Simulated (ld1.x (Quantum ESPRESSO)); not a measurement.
**gallium (Ga): excitation energies, all-electron against TM**

| Quantity | Value |
| --- | --- |
| Element | gallium (Ga) |
| Generator | ld1.x (Quantum ESPRESSO) 7.5 |
| Type | norm-conserving Troullier–Martins (Kleinman–Bylander form) |
| Functional | PBEsol |
| Relativity | fully relativistic |
| Frozen core | [Ar] |
| Valence charge | 13 |
| Reference configuration | 3d10 4s1 4p0 (charge +2) |
| Partial waves | 4s (bound): rc 1.90 bohr; 4p (bound, empty): rc 2.35 bohr; 3d (bound): rc 0.80 bohr; 4f channel at 0.3 Ry: rc 2.60 bohr |
| Local potential | all-electron potential smoothed inside 1.40 bohr (lloc = -1) |
| Core correction | none |

Open shells are filled in proportion to 2j + 1 (rel_dist='average').

Energies are relative to the spin-unpolarised reference configuration 3d10 4s1 4p0; without spin polarisation the order of configurations can differ from experiment. The frozen-core shift is the all-electron ΔE with the core orbitals held at their reference shape minus the fully relaxed ΔE.

```json
{"valence configuration": "3d10 4s2 4p1", "charge": "0", "ΔE all-electron (eV)": "-26.817", "error AE − PS (meV)": "+31", "frozen-core shift (meV)": "+1.8"}
{"valence configuration": "3d10 4s2 4p0", "charge": "+1", "ΔE all-electron (eV)": "-21.136", "error AE − PS (meV)": "+17", "frozen-core shift (meV)": "+1.3"}
{"valence configuration": "3d10 4s0 4p0", "charge": "+3", "ΔE all-electron (eV)": "31.121", "error AE − PS (meV)": "+29", "frozen-core shift (meV)": "+3.4"}
{"valence configuration": "3d10 4s2 4p1.3", "charge": "-0.3", "ΔE all-electron (eV)": "-27.348", "error AE − PS (meV)": "+33", "frozen-core shift (meV)": "+1.8"}
{"valence configuration": "3d9 4s2 4p2", "charge": "0", "ΔE all-electron (eV)": "-6.499", "error AE − PS (meV)": "-418", "frozen-core shift (meV)": "+211"}
{"valence configuration": "3d9 4s0 4p0", "charge": "+4", "ΔE all-electron (eV)": "94.965", "error AE − PS (meV)": "-79", "frozen-core shift (meV)": "+334"}
{"valence configuration": "3d10 4s1 4p1", "charge": "+1", "ΔE all-electron (eV)": "-13.733", "error AE − PS (meV)": "+7.1", "frozen-core shift (meV)": "+0.3"}
```

Levels in the configuration 3d9 4s2 4p2:

```tsv
level	all-electron (eV)	pseudo (eV)
3d j=3/2	-28.356	-28.784
3d j=5/2	-27.860	-28.287
4s j=1/2	-11.360	-11.294
4p j=1/2	-4.005	-3.942
4p j=3/2	-3.832	-3.768
```

ld1.x printed “convergence not achieved” for 5 of the counted tests; their residual had stalled under 1e-8, short of the target of 1e-14.
